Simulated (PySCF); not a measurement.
Mapped SMILES: `[CH3:1][C:2](=[O:3])[O:4][C@@:5]([SiH3:6])([C:7]#[N:8])[CH:9]=[O:10]` (H(Xn): hydrogen on atom n).

How the numbers were obtained: GFN2-xTB geometry, shieldings: GIAO PBE0/pcSseg-1, in PySCF 2.14.0 with density-fitted response routines (isolated molecule, equivalent nuclei averaged, a single conformation, no relativistic terms).

Scale: $^{13}$C against TMS (reference shieldings calculated alike).

Do the $^{13}$C shifts follow the atomic charges (in e)? Tabulate both.

## Answers


```json
{"atoms": "C9", "hybridisation": "sp2", "δ (ppm)": "192.1", "σ para (ppm)": "-250", "Hirshfeld": "+0.12", "IAO": "+0.25", "Mulliken": "+0.36", "ESP-fitted": "+0.39"}
{"atoms": "C2", "hybridisation": "sp2", "δ (ppm)": "184.2", "σ para (ppm)": "-253", "Hirshfeld": "+0.25", "IAO": "+0.55", "Mulliken": "+0.46", "ESP-fitted": "+0.79"}
{"atoms": "C7", "hybridisation": "sp", "δ (ppm)": "118.2", "σ para (ppm)": "-191", "Hirshfeld": "+0.07", "IAO": "+0.13", "Mulliken": "+0.23", "ESP-fitted": "+0.31"}
{"atoms": "C5", "hybridisation": "sp3", "δ (ppm)": "77.9", "σ para (ppm)": "-145", "Hirshfeld": "+0.01", "IAO": "-0.12", "Mulliken": "-0.41", "ESP-fitted": "+0.11"}
{"atoms": "C1", "hybridisation": "sp3", "δ (ppm)": "22.4", "σ para (ppm)": "-84", "Hirshfeld": "-0.11", "IAO": "-0.47", "Mulliken": "-0.21", "ESP-fitted": "-0.63"}
```

Correlation coefficients of δ with charge over these carbons: Hirshfeld +0.92, IAO +0.94, Mulliken +0.86, ESP-fitted +0.91; with the paramagnetic shielding -1.00. With so few points, grouped by hybridisation, these coefficients are fragile. Charge is one influence among several: hybridisation and low-lying excitations act through the paramagnetic term.

Shifts are as computed. Against solution values, carbons near 30 ppm lie about +3 ppm off and those near 130 ppm about +5 ppm. Of 1309 compounds with measured shifts, 239 miss one by over three times the rms of a fit or turn the order of signals round; such compounds aren't used in these exercises.
